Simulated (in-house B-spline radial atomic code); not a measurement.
B²⁺. Computed with a B-spline radial atomic code. Model: all-electron spherical atom, spin shells full or empty, radial basis limit, no spin-orbit coupling, Breit or QED, empty-state partial waves extrapolated as (l+1/2)^-4, RPA, G0W0 and static COHSEX of the highest shell as one setting changes (uncorrelated shells keep exact exchange).

Given: element B; charge 2; filled core He; hamiltonian non-relativistic; mean-field start r2SCAN; highest l of empty states 9; highest mean-field shell 2s up.

Shell: 2s 1 0 (electrons up and down).

| natural log step of frequency grid | RPA correlation energy (hartree) | G0W0 level (eV) | G0W0 minus most complete (meV) | RPA minus most complete (millihartree) | linearised minus solved G0W0 (meV) |
| --- | --- | --- | --- | --- | --- |
| 0.25 | -0.12816 | -38.937 | 0 | 0 | 106.4 |
| 0.4 | -0.12816 | -38.937 | 0 | 0 | 106.4 |
| 0.6 | -0.12816 | -38.937 | -0.2 | 0 | 106.4 |
| 0.9 | ? | ? | ? | ? | ? |
| 1.3 | -0.12794 | -38.945 | -7.8 | 0.2 | 114.9 |
| 1.8 | -0.12689 | -38.876 | 60.9 | 1.3 | 108.7 |
| 2.5 | ? | ? | ? | ? | ? |
| 3.5 | -0.12647 | -38.486 | 451.3 | 1.7 | 259.3 |

What follows for natural log step of frequency grid = 2.5?

RPA correlation energy -0.12982 hartree; G0W0 level -38.808 eV; G0W0 minus most complete 129.4 meV; RPA minus most complete -1.7 millihartree; linearised minus solved G0W0 86.9 meV.

What follows for natural log step of frequency grid = 0.9?

RPA correlation energy -0.12817 hartree; G0W0 level -38.937 eV; G0W0 minus most complete -0.1 meV; RPA minus most complete 0 millihartree; linearised minus solved G0W0 105.5 meV.
